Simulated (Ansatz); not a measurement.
CH₇OPSi, SMILES `C[SiH](O)P` at its PBE0-D4/def2-TZVP geometry, where that method's forces vanish. Total charge 0; spin multiplicity 1.

```xyz
11

C    -0.8342   -1.3014   -0.3894
Si    0.4191    0.0774   -0.4657
O    -0.2128    1.4555   -1.1215
P     1.2740    0.3463    1.6069
H    -0.3653   -2.2263   -0.0438
H    -1.6521   -1.0626    0.2955
H    -1.2607   -1.4817   -1.3792
H     1.5395   -0.2849   -1.3693
H    -0.8183    1.9650   -0.5817
H     1.8405    1.6164    1.3187
H     0.0703    0.8964    2.1296
```

What forces (eV/Å) does B3LYP-D4/def2-TZVPP give on these atoms in Ansatz? (Estimate.)

Computed: 
```
C1  -0.071 -0.085 -0.011
Si2  0.172 -0.127 -0.124
O3  -0.061  0.097 -0.026
P4   0.015  0.101  0.102
H5  -0.038  0.032 -0.019
H6   0.030 -0.022 -0.035
H7   0.006 -0.008  0.055
H8  -0.066  0.017  0.045
H9  -0.027  0.057 -0.022
H10  0.004 -0.038  0.028
H11  0.035 -0.023  0.007
```

B3LYP here is the variant with VWN-RPA as its local correlation; programs differ in this.
